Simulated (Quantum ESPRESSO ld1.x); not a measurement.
The osmium ion Os70+, configuration [He] 2s2 2p2. Calculated with ld1.x of Quantum ESPRESSO 7.5: scalar-relativistic Kohn-Sham, relativistic LDA (MacDonald-Vosko exchange, VWN5 correlation), spin-unpolarised, spherical densities, point nucleus.

Normalised radial functions P(r) = r R(r), r in bohr:

r	1s	2s	2p
0.001853	3.0059	1.1294	0.0579
0.002246	3.4237	1.2798	0.0795
0.002699	3.8559	1.4321	0.1078
0.003271	4.3330	1.5951	0.1479
0.003932	4.8045	1.7486	0.1998
0.004764	5.2940	1.8959	0.2726
0.005772	5.7568	2.0157	0.3703
0.006938	6.1453	2.0867	0.4939
0.008407	6.4554	2.0919	0.6622
0.0101	6.6213	2.0047	0.8690
0.01224	6.6146	1.7877	1.1404
0.01472	6.4018	1.4324	1.4587
0.01783	5.9445	0.8876	1.8515
0.02143	5.2873	0.1958	2.2769
0.02597	4.4145	-0.6783	2.7482
0.03122	3.4726	-1.6021	3.1867
0.03783	2.4842	-2.5503	3.5702
0.04547	1.6346	-3.3109	3.7970
0.05509	0.9341	-3.8008	3.8140
0.06622	0.4742	-3.8717	3.5748
0.08024	0.1955	-3.5029	3.0625
0.09645	0.0680	-2.8112	2.3877
0.1169	0.0174	-1.9297	1.6219
0.1405	0.0035	-1.1429	0.9669
0.1702	0.0004	-0.5413	0.4683
0.2046	0.0000	-0.2104	0.1888
0.2479	0.0000	-0.0590	0.0559

1s: eigenvalue -81322 eV, 0 radial nodes, <r> = 0.0178 bohr, 90 % of the charge inside 0.0324 bohr. 2s: eigenvalue -19751.3 eV, 1 radial node at r = 0.0224 bohr, <r> = 0.0727 bohr, 90 % of the charge inside 0.112 bohr. 2p: eigenvalue -18261.1 eV, 0 radial nodes, <r> = 0.0645 bohr, 90 % of the charge inside 0.105 bohr.
